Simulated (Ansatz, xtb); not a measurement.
## ClH3O2Si2: 4 structures ranked

4 gas-phase structures of ClH3O2Si2, found in a search over its isomers (lower ones may exist). Each was relaxed with GFN2-xTB; where two conformers were screened, the lower at r2SCAN-D4/def2-SVP is listed:

A. `O[Si]O[SiH2]Cl`, a singlet
B. a singlet given by its coordinates
C. `O=[Si](Cl)O[SiH3]`, a singlet
D. `O=[SiH]O[SiH2]Cl`, a singlet

B (Å):

```xyz
8

Cl   -2.0488    1.3173   -0.8771
O    -0.3204   -0.9909    0.0335
O     0.8561    0.5533   -1.2269
Si   -0.6940   -0.0439   -1.2830
Si    1.2458   -0.4097    0.0857
H    -0.8920   -0.8526   -2.4564
H     2.1659   -1.4409   -0.3242
H     1.4444    0.4005    1.2626
```

Close contacts (Å): Cl1–Si4 1.96, O2–Si4 1.66, O2–Si5 1.67, O3–Si4 1.66, O3–Si5 1.67, Si4–Si5 2.40, Si4–H6 1.44, Si5–H7 1.44, Si5–H8 1.44.

Problem. Make a reasoned guess at their ranking by r2SCAN-D4/def2-SVP single-point energy.

Solution. Calculated order at r2SCAN-D4/def2-SVP: B (0.0), A (22.1), D (33.6), C (36.0) kcal/mol.

Energies above the lowest of each column, in kcal/mol; the last columns are at B3LYP/6-31G* geometries and were run for some of them only (a dash: not run or not comparable):

```
structure  GFN2-xTB  HF/STO-3G  r2SCAN-D4/def2-SVP  B3LYP/6-31G*  CCSD(T)/def2-SVP + ΔMP2/def2-TZVPP
        B       6.1        0.0                 0.0           0.0                                 0.0
        A      29.6       12.8                22.1          23.9                                27.0
        D       0.0       61.3                33.6          34.1                                37.2
        C       9.8       60.5                36.0             –                                   –
```

CCSD(T)/def2-SVP + ΔMP2/def2-TZVPP puts B lowest of those it was run on; GFN2-xTB picks D. Flexible structures stand in one conformer each, not always the lowest. Frequencies (B3LYP/6-31G*) were run for A, B, D alone. The ΔMP2 step shifts differences by up to 5.1 kcal/mol, which makes them less sure. ΔMP2 is the change of the MP2 energy from the smaller to the larger basis.

Over these structures GFN2-xTB departs from r2SCAN-D4/def2-SVP by 18.4 kcal/mol on average once a common shift is removed. A GFN2-xTB relaxation took about 0.12 s and the r2SCAN-D4/def2-SVP energy about 1.6 s on a shared host (Ansatz 0.2.0, xtb 6.7.1 (Pople sets with spherical d functions)).
